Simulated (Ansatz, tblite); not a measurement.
Isomers of K₃Br₃⁻ (doublet), found by a short tight-binding search and relaxed with PBE-D4/def2-SVPD in Ansatz.

The xTB rows come from tblite. B3LYP takes the VWN-RPA correlation. Correlated methods freeze 42 core orbitals; core or outer-core shells of K, Br are correlated, in sets that lack core-valence functions.

A: At HF/STO-3G, PBE-D4/def2-TZVPD, r2SCAN-D4/def2-TZVPD, B3LYP-D4/def2-TZVPD and others the highest occupied level of the charge -1 doublet lies above zero (up to 3.73 eV). In Hartree–Fock with STO-3G the lack of diffuse functions raises the level. It is a level of α spin, whose loss leaves a singlet; that state wasn't run at this geometry and level. The electron is either unbound and held by the finite basis, or the level is raised by self-interaction error. B: At HF/STO-3G, PBE-D4/def2-TZVPD, r2SCAN-D4/def2-TZVPD, B3LYP-D4/def2-TZVPD and others the highest occupied level of the charge -1 doublet lies above zero (up to 4.01 eV). In Hartree–Fock with STO-3G the lack of diffuse functions raises the level. It is a level of α spin, whose loss leaves a singlet; that state wasn't run at this geometry and level. The electron is either unbound and held by the finite basis, or the level is raised by self-interaction error.

Other spin states weren't relaxed.

A:

```xyz
6

K     1.738    1.521    1.610
K    -0.783    0.511   -1.503
K    -0.269   -2.486    1.297
Br    1.594    2.571   -1.345
Br   -1.007   -2.620   -1.751
Br   -1.273    0.504    1.693
```

B:

Cartesian coordinates in Å:
```
K -0.033 -0.735 -2.382
K 1.279 2.068 0.538
K -0.064 -1.787 1.745
Br 0.183 0.952 3.252
Br 0.258 2.386 -2.408
Br -1.623 -2.883 -0.745
```

Estimate which lies lowest at each level, and how far above it the others are (kJ/mol).


```
               level     A     B
            GFN1-xTB  30.7   0.0
            GFN2-xTB   0.0   9.2
           HF/STO-3G   0.0  58.1
       HF/def2-TZVPD   0.0  26.6
   PBE-D4/def2-TZVPD   0.0  21.9
r2SCAN-D4/def2-TZVPD   0.0  25.5
 B3LYP-D4/def2-TZVPD   0.0  25.1
  PBE0-D4/def2-TZVPD   0.0  24.1
  RPA@PBE/def2-TZVPD   0.0  31.6
      MP2/def2-TZVPD   0.0  28.5
```
Point groups (tolerance 0.1 Å): A Cs, B C3v. Lower isomers may exist.
